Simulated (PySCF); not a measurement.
## How the method moves the HOMO and LUMO of `N#CC1CCCCC1`

Species: C₇H₁₁N.
Atom-mapped SMILES: `[N:1]#[C:2][CH:3]1[CH2:4][CH2:5][CH2:6][CH2:7][CH2:8]1` (hydrogens: H9 on C3; H10, H11 on C4; H12, H13 on C5; H14, H15 on C6; H16, H17 on C7; H18, H19 on C8)

Geometry (PBE0-D3(BJ)/def2-SVP, Å), atoms numbered from 1 in this order:
```xyz
19
C7H11N angstrom
N      2.4863    0.6925   -1.7340
C      2.0185    0.5551   -0.6838
C      1.4000    0.3743    0.6318
C      0.3212    1.4437    0.8759
C     -0.8840    1.2471   -0.0361
C     -1.4627   -0.1583    0.0965
C     -0.4019   -1.2265   -0.1517
C      0.8049   -1.0386    0.7599
H      2.2069    0.4969    1.3736
H      0.0096    1.3601    1.9311
H      0.7521    2.4487    0.7492
H     -1.6507    2.0042    0.1919
H     -0.5773    1.4214   -1.0826
H     -1.8761   -0.2864    1.1137
H     -2.3068   -0.2904   -0.5986
H     -0.0706   -1.1784   -1.2041
H     -0.8250   -2.2329   -0.0063
H      1.5787   -1.7931    0.5508
H      0.5031   -1.1730    1.8128
```

Basis pcSseg-1 throughout (PySCF), one geometry. One conformer (not necessarily the lowest) at the PBE0-D3(BJ)/def2-SVP geometry, without solvent, vibrations or thermal averaging.

Problem. How do the orbital energies, the gap and the dipole change with the method?

Solution. 
```csv
method,kind,HOMO (eV),LUMO (eV),gap (eV),μ (D),SCF cycles
BLYP,GGA,-7.39,-0.20,7.19,3.91,14
KT2,GGA,-7.56,-0.32,7.24,3.92,15
BP86,GGA,-7.61,-0.34,7.28,3.97,14
B3LYP,global hybrid,-8.62,0.39,9.01,4.00,14
PBE0,global hybrid,-8.84,0.67,9.51,4.04,14
mPW1PW91,global hybrid,-8.88,0.67,9.54,4.06,14
BHandHLYP,global hybrid,-10.08,1.50,11.58,4.12,12
LC-wPBE,range-separated hybrid,-11.59,2.92,14.51,4.06,12
HF,Hartree–Fock,-11.97,3.70,15.67,4.29,10
```

The HOMO spans 4.58 eV, from BLYP down to HF, and the gap runs from 7.19 eV (BLYP) to 15.67 eV (HF). Over the methods BLYP (0 %), KT2 (0 %), BP86 (0 %), B3LYP (20 %), PBE0 (25 %), mPW1PW91 (25 %), BHandHLYP (50 %), HF (100 %), a straight line through the gap against the share of exact exchange rises by 0.85 eV for each 10 % (correlation coefficient 1.000). The dipole ranges from 3.91 D (BLYP) to 4.29 D (HF). This basis has no diffuse functions.

The vertical ΔSCF ionisation energy at PBE0/def2-SVPD is 10.67 eV; −ε(HOMO) comes closest to it with BHandHLYP (10.08 eV).
